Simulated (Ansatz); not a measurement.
Reactions of C2H6N2 (`N=CCN`).

Gas-phase electronic energies from Ansatz, PBE0-D4/def2-TZVP geometries. CCSD(T)/CBS is the MP2 limit (def2-TZVPP, def2-QZVPP) plus CCSD(T) − MP2 in def2-TZVPP, frozen cores. This one scheme is used for every species, atoms too. Double bonds are as drawn, so ΔE can hold a change between cis and trans. DFT in def2-TZVPP. Open shells (•) are unrestricted, without spin–orbit coupling. Spin–orbit coupling would lower the free atoms: a little for C. Each species was taken in one conformer, which may not be the lowest.

```csv
reaction,HF/CBS(def2) (kJ/mol),MP2/CBS(def2) (kJ/mol),PBE0-D4 (kJ/mol),PBE-D4 (kJ/mol)
`N=CCN` + H₂O → `N=CO` + CH₃NH₂,-16,2,-11,-15
`N=CCN` → `CNC=N`,-19,-22,-27,-30
`N=CCN` → `C1NCN1`,101,92,83,90
`N=CCN` → `C=C(N)N`,-27,-37,-39,-38
`N=CCN` + `O[SiH2]O` → `NC[SiH](O)O` + `C=N`,9,-2,-1,-2
`N=CCN` → `N/C=C\N`,6,-10,-11,-13
`N=CCN` + H₂ → CH₃NH₂ + `C=N`,-46,-19,-21,-18
`N=CCN` → `C/N=N\C`,141,134,125,112
`N=CCN` → 2 C• + 6 H• + 2 N•,2605,3835,3815,3913
`N=CCN` → `CC(=N)N`,-64,-69,-71,-72
```

(1) Give the CCSD(T)/CBS values in the same order. (An estimate is asked.)

Largest T1 diagnostic: 0.014, for `N=CO`.

Answers

(1) Computed: 1, -18, 95, -30, -4, -5, -25, 125, 3787, -63 kJ/mol.
